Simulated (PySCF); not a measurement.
BeCl2, triplet, geometry from GFN2-xTB (such geometries of metal compounds can be far from the true shape) (a higher spin typed on purpose: for a closed-shell molecule this is an excited state); BHANDHLYP/def2-SVPD (PySCF).

The PySCF input:
```python
from pyscf import gto, scf, dft

mol = gto.M(
    atom='''
Be    0.85852233   -0.70764012    0.71422992
Cl    0.82809637    0.31174954   -0.97443787
Cl   -1.03010162   -0.14524598    0.80638377
''',
    basis='def2-svpd',
    spin=2,
    verbose=4,
)

mf = dft.UKS(mol)
mf.xc = 'bhandhlyp'
mf.kernel()
```

Output, abridged:

```
PySCF version 2.14.0

[INPUT] verbose = 4
[INPUT] num. atoms = 3
[INPUT] num. electrons = 38
[INPUT] charge = 0
[INPUT] spin (= nelec alpha-beta = 2S) = 2
[INPUT] symmetry False subgroup None
[INPUT] Mole.unit = angstrom
[INPUT] Symbol           X                Y                Z      unit          X                Y                Z       unit  Magmom
[INPUT]  1 Be     0.858522330000  -0.707640120000   0.714229920000 AA    1.622372075523  -1.337246021554   1.349698938770 Bohr   0.0
[INPUT]  2 Cl     0.828096370000   0.311749540000  -0.974437870000 AA    1.564875344046   0.589121250059  -1.841420699705 Bohr   0.0
[INPUT]  3 Cl    -1.030101620000  -0.145245980000   0.806383770000 AA   -1.946609942271  -0.274475122894   1.523844476594 Bohr   0.0

nuclear repulsion = 94.9861356026036
number of shells = 28
number of NR pGTOs = 112
number of NR cGTOs = 66
basis = def2-svpd
ecp = {}

******** <class 'pyscf.dft.uks.UKS'> ********
method = UKS
initial guess = minao
damping factor = 0
level_shift factor = 0
DIIS = <class 'pyscf.scf.diis.CDIIS'>
diis_start_cycle = 1
diis_space = 8
diis_damp = 0
SCF conv_tol = 1e-09
SCF conv_tol_grad = None
SCF max_cycles = 50
direct_scf = True
direct_scf_tol = 1e-13
number electrons alpha = 20  beta = 18
XC library pyscf.dft.libxc version 7.1.2
    S. Lehtola, C. Steigemann, M. J. T. Oliveira, and M. A. L. Marques,  SoftwareX 7, 1–5 (2018)
XC functionals = bhandhlyp
    A. D. Becke,  J. Chem. Phys. 98, 1372 (1993)
    Defined through Gaussian implementation.
radial grids:
    Treutler-Ahlrichs [JCP 102, 346 (1995); DOI:10.1063/1.469408] (M4) radial grids

becke partition: Becke, JCP 88, 2547 (1988); DOI:10.1063/1.454033
pruning grids: <function nwchem_prune>
grids dens level: 3
symmetrized grids: False
atomic radii adjust function: <function treutler_atomic_radii_adjust>
small_rho_cutoff = 0
Set gradient conv threshold to 3.16228e-05
tot grids = 51488
init E= -935.0326139014

cycle= 1 E= -934.795349064525  delta_E= 0.237  |g|= 0.109  |ddm|= 1.66
cycle= 2 E= -934.811833528816  delta_E= -0.0165  |g|= 0.0546  |ddm|= 0.547
cycle= 3 E= -934.814349294441  delta_E= -0.00252  |g|= 0.019  |ddm|= 0.14
cycle= 4 E= -934.814810914146  delta_E= -0.000462  |g|= 0.00264  |ddm|= 0.101
cycle= 5 E= -934.81483247072  delta_E= -2.16e-05  |g|= 0.00103  |ddm|= 0.0254
cycle= 6 E= -934.814836594561  delta_E= -4.12e-06  |g|= 0.000542  |ddm|= 0.00716
cycle= 7 E= -934.814837668166  delta_E= -1.07e-06  |g|= 0.000264  |ddm|= 0.00231
cycle= 8 E= -934.814838115242  delta_E= -4.47e-07  |g|= 7.51e-05  |ddm|= 0.00209
cycle= 9 E= -934.814838145634  delta_E= -3.04e-08  |g|= 1.15e-05  |ddm|= 0.000671
cycle= 10 E= -934.814838146018  delta_E= -3.84e-10  |g|= 5.84e-06  |ddm|= 8.05e-05
Extra cycle  E= -934.814838146017  delta_E= 1.14e-12  |g|= 6.29e-06  |ddm|= 1.95e-05
converged SCF energy = -934.814838146017  <S^2> = 2.007293  2S+1 = 3.0048581
```
